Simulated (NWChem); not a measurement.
System: InPH4; SMILES [PH2][InH2]

The following NWChem deck was run.

```
start job
memory heap 200 mb stack 900 mb global 1100 mb
geometry units angstroms noautoz
  In    -0.025114     0.700369    -0.012635
  H      1.503293     1.513555    -0.092953
  H     -1.525050     1.556622     0.129252
  P     -0.052868    -1.810282     0.071122
  H      0.921719    -1.958000    -0.963246
  H     -1.171797    -1.931627    -0.808877
end
basis spherical
  * library def2-tzvpp
end
ecp
  In library def2-ecp
end
dft
  xc b3lyp
  iterations 150
  mulliken
end
task dft energy
```

The geometry was optimised at PBE0/def2-SVP. def2 effective core potentials on In; no spin-orbit coupling.

Question: Predict the main results of this run. (B3LYP/def2-TZVPP with def2 effective core potentials on In.) Quantities: basis functions; energy (Ha); highest occupied level (eV); orbital gap (eV); dipole (D).

Answer: 
```yaml
number_of_basis_functions: 148
energy (Ha): -533.98
highest occupied level (eV): -6.82
orbital gap (eV): 4.72
dipole (D): 0.67
```
